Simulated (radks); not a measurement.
Values are calculated unless marked as measured or tabulated.
The lead ion Pb6+, 76 electrons, occupied as [Xe] 4f14 5d7 7p1 (not the ground configuration). Level of theory: non-relativistic Kohn-Sham, TPSS, spin-polarised, spherical densities, point nucleus; open shells are filled with parallel spins first (spin-orbit coupling, left out, can overturn this in heavy ions); meta-GGA in the generalised Kohn-Sham scheme; relativity is left out, which matters for an element this heavy (a radial shooting solver on a logarithmic mesh with Libxc functionals).

Normalised radial functions P(r) = r R(r), r in bohr:

r         5s down  5p down
0.001556   0.0745   0.0028
0.002126   0.0970   0.0052
0.002905   0.1237   0.0094
0.003969   0.1537   0.0168
0.005465   0.1841   0.0299
0.007466   0.2063   0.0512
0.0102     0.2093   0.0852
0.01394    0.1764   0.1354
0.01904    0.0905   0.2017
0.02601   -0.0533   0.2734
0.03553   -0.2251   0.3190
0.04854   -0.3386   0.2826
0.06631   -0.2683   0.1076
0.0906     0.0426  -0.1906
0.1238     0.4126  -0.4356
0.1691     0.4260  -0.3380
0.2329    -0.1342   0.1918
0.3181    -0.6841   0.6474
0.4346    -0.4083   0.3985
0.5937     0.5750  -0.4742
0.8111     1.2359  -1.1469
1.108      1.0219  -1.0609
1.514      0.4454  -0.5403
2.068      0.0984  -0.1485
2.825      0.0095  -0.0194
3.86       0.0003  -0.0009
5.273      0.0000  0.0000
7.204      0.0000  0.0000
9.842      0.0000  0.0000

5s down: eigenvalue -200.44 eV, 4 radial nodes at r = 0.0235, 0.0876, 0.219, 0.500 bohr, <r> = 0.933 bohr, 90 % of the charge inside 1.32 bohr. 5p down: eigenvalue -164.78 eV, 3 radial nodes at r = 0.0749, 0.211, 0.507 bohr, <r> = 0.991 bohr, 90 % of the charge inside 1.41 bohr.
